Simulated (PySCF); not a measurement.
Compound: C₆H₁₃NSi.
Numbering: `[CH2:1]=[CH:2][CH2:3][N:4]1[CH2:5][CH2:6][CH2:7][SiH2:8]1` (hydrogens: H9, H10 on C1; H11 on C2; H12, H13 on C3; H14, H15 on C5; H16, H17 on C6; H18, H19 on C7; H20, H21 on Si8)

Structure used (PBE0-D3(BJ)/def2-SVP), in Å, numbered top down from 1:
```xyz
21
C6H13NSi angstrom
C      3.3065   -0.3472    0.7285
C      2.0477   -0.7024    0.9858
C      1.0680   -1.2006   -0.0384
N     -0.1417   -0.4198   -0.0819
C     -0.0470    0.9435   -0.5733
C     -1.3711    1.6387   -0.2599
C     -2.5218    0.6552   -0.5228
Si    -1.7845   -0.9730    0.0788
H      3.9779    0.0045    1.5165
H      3.7156   -0.4017   -0.2863
H      1.6551   -0.6238    2.0076
H      0.8025   -2.2452    0.2044
H      1.5639   -1.2340   -1.0306
H      0.1528    0.9636   -1.6674
H      0.7951    1.4734   -0.0935
H     -1.4753    2.5696   -0.8404
H     -1.3736    1.9241    0.8059
H     -2.7197    0.5660   -1.6050
H     -3.4624    0.9613   -0.0421
H     -2.1588   -1.3604    1.4796
H     -2.1067   -2.1584   -0.7839
```

Level: PBE0/pcSseg-1 in PySCF, non-relativistic, on one gas-phase PBE0-D3(BJ)/def2-SVP geometry that isn't relaxed in the solvent. The solvent is an IEF-PCM continuum (van der Waals radii × 1.2). The model holds no explicit solvent molecules, cavitation or dispersion.

```json
{"run": "gas", "E − E(gas) (kJ/mol)": "0.00", "HOMO (eV)": "-6.21", "HOMO–LUMO gap (eV)": "6.42", "dipole (D)": "0.73"}
{"run": "P", "E − E(gas) (kJ/mol)": "-5.73", "HOMO (eV)": "-6.16", "HOMO–LUMO gap (eV)": "6.41", "dipole (D)": "0.87"}
{"run": "Q", "E − E(gas) (kJ/mol)": "-3.11", "HOMO (eV)": "-6.17", "HOMO–LUMO gap (eV)": "6.42", "dipole (D)": "0.80"}
```

**Question.** The runs were made in chloroform and cyclohexane. Which run belongs to which solvent?

**Answer.** P = chloroform, Q = cyclohexane. The dielectric constants are 2.017 (cyclohexane), 4.711 (chloroform), and the energy falls further as ε rises. In this model the ground state sees the solvent through ε alone.

**Question.** How constant is the ratio of the lowering to (ε − 1)/(2ε + 1)?

**Answer.** 
```
    solvent  (ε − 1)/(2ε + 1)  E − E(gas) (kJ/mol)  ratio (kJ/mol)  polarisation term (kJ/mol)
cyclohexane             0.202                -3.11           -15.4                       -3.19
 chloroform             0.356                -5.73           -16.1                       -6.02
```

The ratio changes by +4.5 % in size from cyclohexane to chloroform. The polarisation term is half the interaction of the solute with the induced surface charges.

Time: 24 s of wall time; peak memory 1.2 GiB. Hardware: one thread of an AMD EPYC 9R45, shared host. This is the whole shielding run at PBE0/pcSseg-1 in chloroform, SCF included.
